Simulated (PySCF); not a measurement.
C₇H₇PSi.
Structure used (GFN2-xTB), in Å, numbered top down from 1:
```xyz
16
C7H7PSi angstrom
C      3.7665   -1.2624    0.0565
C      2.7462   -0.6347    0.1523
C      1.5347    0.0845    0.2637
C      0.3651   -0.5222   -0.1787
C     -0.8994    0.0489   -0.1308
Si    -2.4037   -0.9148   -0.7427
C     -1.0716    1.3346    0.3849
C     -0.0558    2.1229    0.8753
P      1.6222    1.6917    0.9586
H      4.6592   -1.8073   -0.0249
H      0.4598   -1.5206   -0.5905
H     -3.2116   -0.0354   -1.5911
H     -1.9392   -2.0758   -1.5024
H     -3.1965   -1.3476    0.4121
H     -2.0774    1.7381    0.3966
H     -0.3061    3.1091    1.2494
```

Definitions: NICS(0) = −σiso at the ring centroid; NICS(1) = −σiso and NICS(1)zz = −σzz at ±1 Å along the ring normal z. Level: GIAO PBE0/pcSseg-1 (PySCF, non-relativistic, gas phase) on the GFN2-xTB geometry, one conformer.

Ring bond lengths (Å), with Mayer bond orders in brackets: C3–C4 1.390 (1.39), C4–C5 1.388 (1.46), C5–C7 1.396 (1.40), C7–C8 1.376 (1.48), C8–P9 1.735 (1.29), P9–C3 1.753 (1.26).

Problem. Give the NICS values of each ring in ppm.

Solution. 
| ring | type | NICS(0) | NICS(1), two faces | NICS(1)zz, two faces | rms pucker (Å) | centre to ring atoms, mean (Å) |
| --- | --- | --- | --- | --- | --- | --- |
| C3–C4–C5–C7–C8–P9 | 6-membered ring with P; formal bonds all aromatic | -6.7 | -10.1 / -10.1 | -24.5 / -24.4 | 0.00 | 1.50 |

Problem. What do they say, and how far can they be read as aromaticity?

Solution. 
- C3–C4–C5–C7–C8–P9: mean NICS(1)zz -24.5 ppm, shielded.

Problem. How equal are the bonds by HOMA? HOMA takes Krygowski's 1993 parameters.

Solution. 
- C3–C4–C5–C7–C8–P9: HOMA 0.90; the largest term is that of P9–C3, α(R − Ropt)² = 0.36.

Hardware: AMD EPYC 9R14, one thread, shared host with 192 logical CPUs at a one-minute load of 66. Cost: 35 s wall (with the writing of density and orbital grids), 0.91 GiB resident at most. This is the whole shielding run at PBE0/pcSseg-1, SCF included.
